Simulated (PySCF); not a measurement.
# Spinor energies of Ir(3+) (iridium, charge +3)

Start: [Xe] 4f14 5d6; 5d3/2 filled at m_j = +3/2; 5d5/2 filled at m_j = -3/2, -1/2, +1/2, +3/2, +5/2. Calculated with PySCF 2.14 in x2c-SVPall-2c with one added diffuse shell each of s, d type (8s9p10d2f, 99 functions): generalised Hartree-Fock with the X2C-1e Hamiltonian and a Gaussian nucleus; one run each with spin-orbit coupling (SO) switched off, then screened by Boettger's factors. This is a chosen level, not necessarily the ground level.

| spinor shell | electrons | ε, spin-free (eV) | ε, screened SO (eV) | weight of nominal j (screened SO) | rms radius, screened SO (bohr) |
| --- | --- | --- | --- | --- | --- |
| 1s1/2 | 2 | -76562.6 | -76535.8 | 1.000 | 0.0197 |
| 2s1/2 | 2 | -13568.5 | -13560.0 | 1.000 | 0.0796 |
| 2p1/2 | 2 | -11801.0 | -12969.3 | 1.000 | 0.0675 |
| 2p3/2 | 4 | -11801.0 | -11335.7 | 1.000 | 0.0752 |
| 3s1/2 | 2 | -3264.7 | -3261.7 | 1.000 | 0.203 |
| 3p1/2 | 2 | -2739.3 | -2997.7 | 1.000 | 0.195 |
| 3p3/2 | 4 | -2739.3 | -2634.1 | 1.000 | 0.210 |
| 3d3/2 | 4 | -2152.4 | -2196.9 | 1.000 | 0.186 |
| 3d5/2 | 6 | -2152.4 | -2119.8 | 1.000 | 0.189 |
| 4s1/2 | 2 | -756.98 | -755.94 | 1.000 | 0.450 |
| 4p1/2 | 2 | -581.65 | -643.25 | 1.000 | 0.456 |
| 4p3/2 | 4 | -581.65 | -556.17 | 1.000 | 0.489 |
| 4d3/2 | 4 | -361.61 | -370.81 | 0.999 | 0.508 |
| 4d5/2 | 6 | -361.61 | -354.24 | 0.999 | 0.519 |
| 5s1/2 | 2 | -147.09 | -146.81 | 1.000 | 1.05 |
| 4f5/2 | 6 | -114.84 | -116.16 | 0.986 | 0.586 |
| 4f7/2 | 8 | -114.84 | -112.84 | 0.989 | 0.586 |
| 5p1/2 | 2 | -98.483 | -109.79 | 0.952 | 1.19 |
| 5p3/2 | 4 | -98.483 | -93.359 | 0.977 | 1.22 |
| 5d5/2 | 5 | -44.342 | -44.900 | 0.454 | 1.64 |
| 5d3/2 | 1 | -44.342 | -41.356 | 0.613 | 1.67 |

```tsv
quantity	spin-free	screened SO
E (hartree)	-17811.48084	-17836.01750
M_J	4	4
⟨J²⟩	20.015	20.036
⟨L²⟩	6.013	6.950
⟨S²⟩	6.002	5.604
```

Each row is a mean over spinors that exchange with the open shell spreads, by up to 8.654 eV (5p3/2).

Rows whose weight is well below 1 are mixtures of j = l ± 1/2: exchange outweighs spin-orbit coupling there, and the label is only the starting occupation.

Breit and QED terms are absent; they matter most for the inner s and p1/2 levels.

Densities and radii are taken from the X2C orbitals without a picture-change correction, which distorts them close to the nucleus.

Without spin-orbit coupling the j labels of p, d and f shells carry no meaning; the spin-free column gives the mean over the occupied spinors of each nl shell.
